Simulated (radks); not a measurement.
Problem. The mean radii <r> (bohr) of the occupied orbitals of an atom or ion are listed with their occupations. Method: scalar-relativistic Kohn-Sham, SCAN, spin-polarised, spherical densities, finite nucleus; meta-GGA in the generalised Kohn-Sham scheme; Fermi nuclear charge, rms radius of each element as measured or else 0.836 A^(1/3) + 0.57 fm; computed with a radial shooting solver on a logarithmic mesh with Libxc functionals.

| orbital | occ. | <r> |
|---|---|---|
| 1s up | 1 | 0.01966 |
| 1s down | 1 | 0.01966 |
| 2s up | 1 | 0.08329 |
| 2s down | 1 | 0.08329 |
| 2p up | 3 | 0.07414 |
| 2p down | 3 | 0.07414 |
| 3s up | 1 | 0.2164 |
| 3s down | 1 | 0.2164 |
| 3p up | 3 | 0.2161 |
| 3p down | 3 | 0.2161 |
| 3d up | 5 | 0.1962 |
| 3d down | 5 | 0.1962 |
| 4s up | 1 | 0.4880 |
| 4s down | 1 | 0.4882 |
| 4p up | 3 | 0.5183 |
| 4p down | 3 | 0.5184 |
| 4d up | 5 | 0.5611 |
| 4d down | 5 | 0.5607 |
| 5s up | 1 | 1.188 |
| 5s down | 1 | 1.180 |
| 5p up | 3 | 1.388 |
| 5p down | 1 | 1.367 |
| 4f up | 7 | 0.7541 |
| 4f down | 7 | 0.7402 |
| 6s up | 1 | 2.894 |
| 5f up | 2 | 6.136 |

Name the element and its charge. Open shells, if any, are filled with parallel spins first.

Solution. Z = 70, ytterbium, charge +1: Yb+ in [Kr] 4d10 4f14 5s2 5p4 6s1 5f2. The 1s radius gives Z: for a bare nucleus <r> = (2 gamma + 1)/(2Z) with gamma = sqrt(1 - (Z/c)^2), 0.01942 bohr for Z = 70, and screening makes it slightly larger (0.01966 here). The occupations add up to 69, and the charge is Z minus that.
